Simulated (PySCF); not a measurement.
Compound: C6H7Cl.
Geometry (PBE0-D3(BJ)/def2-SVP, Å), atoms numbered from 1 in this order:
```xyz
14
C6H7Cl angstrom
C     -2.659    0.228   -0.012
C     -1.518    0.100   -0.396
C     -0.136   -0.033   -0.845
C      0.867    0.336    0.224
C      1.752   -0.542    0.704
C      0.813    1.741    0.729
Cl     1.183    2.925   -0.577
H     -3.674    0.336    0.322
H      0.047   -1.063   -1.189
H      0.020    0.630   -1.715
H      1.772   -1.579    0.357
H      2.483   -0.253    1.463
H      1.541    1.908    1.532
H     -0.194    1.992    1.091
```

Level: PBE0/pcSseg-1 and CAM-B3LYP/def2-SVPD in PySCF, non-relativistic, on one gas-phase PBE0-D3(BJ)/def2-SVP geometry that isn't relaxed in the solvent. The solvent is an IEF-PCM continuum (cavity from Bondi-type radii × 1.2). The model holds no explicit solvent molecules, cavitation or dispersion.

Gas phase at PBE0/pcSseg-1: HOMO -7.86 eV, LUMO -0.57 eV, dipole 1.86 D.

Question: What does the continuum do to the energy, the frontier levels and the dipole at PBE0/pcSseg-1 in benzene and dichloromethane?

Answer: 
```csv
solvent,ε,E(solvent) − E(gas) (kcal/mol),polarisation term (kcal/mol),distortion of the solute (kcal/mol),HOMO (eV),LUMO (eV),dipole (D)
benzene,2.271,-2.44,-2.57,0.13,-7.81,-0.51,2.13
dichloromethane,8.93,-4.68,-5.17,0.49,-7.79,-0.47,2.38
```

Polarisation term: ½ Σ q·V over the induced surface charges. Distortion: the rise of the solute's own energy as its density leaves the gas-phase optimum. From benzene to dichloromethane the lowering changes by a factor 1.92, Onsager's factor (ε − 1)/(2ε + 1) by 1.83 and ε itself by 3.9.

Question: Which radius a makes the point-dipole formula ΔE = −[(ε − 1)/(2ε + 1)]·μ²/a³ give the value in dichloromethane, with the gas-phase dipole?

Answer: μ = 0.731 au and |ΔE| = 0.00745 Eh give a = 1.65 Å; the farthest nucleus lies 3.85 Å from the centroid of the nuclei, so such a sphere wouldn't even hold the nuclei. The formula assumes a rigid point dipole at the centre of a sphere.

Question: Give the dipole vector in the frame of the coordinates (D, pointing from negative to positive charge), gas and dichloromethane.

Answer: Gas (0.05, -1.45, 1.16), solvent (0.21, -1.85, 1.48). Its length changes by +28 % and its direction by 4°.

Question: Which IAO charges (PBE0/pcSseg-1) respond most in benzene (means over atoms taken as equivalent)?

Answer: 
| atoms | environment | gas (e) | solvent (e) | change |
| --- | --- | --- | --- | --- |
| Cl7 | alkyl chlorine | -0.120 | -0.132 | -0.012 |
| C1 | terminal alkyne carbon | -0.249 | -0.259 | -0.010 |
| H8 | alkyne hydrogen | +0.201 | +0.208 | +0.007 |
| H12 | vinylic hydrogen | +0.150 | +0.154 | +0.004 |
| H13/H14 | methylene hydrogen | +0.170 | +0.174 | +0.004 |
| H11 | vinylic hydrogen | +0.151 | +0.155 | +0.004 |
| C4 | fully substituted alkene carbon | +0.027 | +0.023 | -0.004 |
| H9/H10 | methylene hydrogen | +0.175 | +0.178 | +0.003 |

Question: Which Mayer bond orders change most in benzene?

Answer: 
```json
{"bond": "C1–C2", "length (Å)": "1.211", "gas": "2.597", "solvent": "2.581", "change": "-0.016"}
{"bond": "C6–Cl7", "length (Å)": "1.801", "gas": "0.977", "solvent": "0.961", "change": "-0.016"}
{"bond": "C3–H9", "length (Å)": "1.101", "gas": "0.924", "solvent": "0.920", "change": "-0.004"}
{"bond": "C1–H8", "length (Å)": "1.074", "gas": "1.124", "solvent": "1.128", "change": "+0.004"}
{"bond": "C3–C4", "length (Å)": "1.511", "gas": "1.034", "solvent": "1.032", "change": "-0.002"}
{"bond": "C4–C5", "length (Å)": "1.336", "gas": "1.973", "solvent": "1.975", "change": "+0.002"}
{"bond": "C5–H11", "length (Å)": "1.093", "gas": "0.943", "solvent": "0.941", "change": "-0.002"}
{"bond": "C5–H12", "length (Å)": "1.093", "gas": "0.941", "solvent": "0.939", "change": "-0.002"}
```

Gas phase at CAM-B3LYP/def2-SVPD: HOMO -9.20 eV, LUMO 0.45 eV, dipole 1.79 D.

Question: What does the continuum do to the energy, the frontier levels and the dipole at CAM-B3LYP/def2-SVPD in benzene and dichloromethane?

Answer: 
```tsv
solvent	ε	E(solvent) − E(gas) (kcal/mol)	polarisation term (kcal/mol)	distortion of the solute (kcal/mol)	HOMO (eV)	LUMO (eV)	dipole (D)
benzene	2.271	-2.34	-2.48	0.14	-9.13	0.53	2.07
dichloromethane	8.93	-4.50	-5.03	0.53	-9.09	0.56	2.34
```

Question: How does the static polarisability (CAM-B3LYP/def2-SVPD, frozen core, with the continuum's full static response) change?

Answer: 
| medium | isotropic (au) | principal values (au) | ⟨r²⟩ of the electrons (bohr²) |
| --- | --- | --- | --- |
| gas | 84.7 | 68.7, 86.0, 99.5 | 1064.8 |
| benzene | 96.7 | 78.6, 97.3, 114.3 | 1064.6 |
| dichloromethane | 109.9 | 90.3, 109.2, 130.1 | 1064.4 |

The isotropic value in dichloromethane is 1.30 times the gas-phase one; no cavity-field correction is applied. ⟨r²⟩ is taken about the centre of nuclear charge.
